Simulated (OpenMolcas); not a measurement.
Rh5+ (d4) among equal point charges was computed by CASSCF with the d shell active (OpenMolcas, ANO-RCC-VTZP on the metal). Its lowest spin-free states, and all those of the highest spin:

| 2S+1 | Degeneracy | E (cm-1) |
| --- | --- | --- |
| 5 | 2 | 0.0 |
| 5 | 2 | 6701 |
| 5 | 1 | 9498 |
| 3 | 1 | 17007 |
| 3 | 2 | 18379 |
| 3 | 2 | 22320 |
| 3 | 1 | 22358 |
| 3 | 2 | 22738 |
| 3 | 1 | 24254 |
| 3 | 2 | 24417 |
| 3 | 1 | 25820 |
| 3 | 1 | 27103 |

Is the site octahedral, tetrahedral or cube-like, axial, or of lower symmetry?

The states with 2S+1 = 5 have orbital degeneracies 2, 2, 1. There are pairs but no triples, so the site is axial: not cubic, but with a proper or improper axis of order three or more. The run had Rh5+ among 6 point charges of -1.7 e arranged as a trigonal antiprism (D3d), 1.87 Å from the ion, with a polar angle of 59.7° against the regular 54.74°.

An orbital doublet at a regular site is open to a Jahn-Teller distortion, which this geometry leaves out. Without dynamic correlation the repulsion within the d shell is too large (B by tens of per cent), so at a given field states of lower spin stand too high. Point charges give a weaker field than real ligands, and real ions of this kind are as a rule low spin; the high spin found here belongs to the model. This is an electrostatic model: the charges have no orbitals. No measured value stands beside these numbers.
